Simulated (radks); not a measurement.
F+, 8 electrons, occupied as [He] 2s2 2p4. All-electron calculation, non-relativistic Kohn-Sham, LDA (Slater exchange, Perdew-Wang correlation), spin-polarised, spherical densities, point nucleus; open shells are filled with parallel spins first. Program: a radial shooting solver on a logarithmic mesh with Libxc functionals.

Unscreened Slater integrals over Kohn-Sham orbitals (eV). They are taken over the spin-up orbitals.

\begin{tabular}{lr}
integral & value \\ \hline
F0(2p,2p) & 26.066 \\
F2(2p,2p) & 11.754 \\
F0(2p,2s) & 25.801 \\
G1(2p,2s) & 15.589 \\
F0(2p,1s) & 37.398 \\
G1(2p,1s) & 4.3515 \\
F0(2s,2s) & 25.763 \\
F0(2s,1s) & 36.615 \\
G0(2s,1s) & 2.7702 \\
F0(1s,1s) & 144.36 \\
\end{tabular}

Derived for the open shells (J is the average intra-shell exchange parameter used in DFT+U). 2p: J = F2/5 = 2.351 eV; in LS coupling 1D lies 6 F2/25 = 2.821 eV above 3P.
